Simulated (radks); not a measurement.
Problem. Radial electron density D(r) = 4 pi r^2 rho(r) of an atom or ion with 38 electrons. Method: scalar-relativistic Kohn-Sham, BLYP, spin-polarised, spherical densities, point nucleus; computed with a radial shooting solver on a logarithmic mesh with Libxc functionals.

| r (bohr) | D(r) (e/bohr) | spin D(r) |
|---|---|---|
| 0.004413 | 10.53 | -0.000181 |
| 0.005886 | 16.10 | -0.000204 |
| 0.007851 | 23.62 | -0.0000955 |
| 0.01047 | 32.83 | 0.000436 |
| 0.01397 | 42.49 | 0.00210 |
| 0.01878 | 50.37 | 0.00667 |
| 0.02504 | 53.13 | 0.0170 |
| 0.0334 | 50.18 | 0.0378 |
| 0.04455 | 45.51 | 0.0728 |
| 0.05942 | 46.85 | 0.118 |
| 0.07925 | 57.06 | 0.155 |
| 0.1057 | 65.59 | 0.166 |
| 0.1421 | 58.29 | 0.199 |
| 0.1895 | 43.49 | 0.386 |
| 0.2528 | 42.91 | 0.688 |
| 0.3372 | 49.98 | 0.651 |
| 0.4497 | 39.61 | 0.124 |
| 0.5998 | 19.35 | 0.159 |
| 0.8064 | 11.06 | 1.59 |
| 1.076 | 10.23 | 2.83 |
| 1.435 | 6.092 | 2.27 |
| 1.913 | 1.895 | 0.975 |
| 2.552 | 0.5561 | 0.466 |
| 3.404 | 0.4289 | 0.426 |
| 4.576 | 0.1951 | 0.195 |
| 6.104 | 0.02783 | 0.0278 |
| 8.141 | 0.0009321 | 0.000932 |

What is the nuclear charge?

Solution. Z = 42. The innermost maximum, from 1s, lies near gamma/Z bohr with gamma = sqrt(1 - (Z/c)^2) = 0.952, here 0.0227 bohr (found: 0.0246), and its height grows with Z. The density is that of the molybdenum ion Mo4+ in [Ar] 3d10 4s2 4p5 4d2 5d1; the configuration itself is not fixed sharply by these data, and Z only to a few units. D(r) has 3 maxima, at r = 0.0246, 0.109, 0.340 bohr, and minima at 0.0498, 0.219 bohr, inside which lie 2.04, 11.06 electrons.
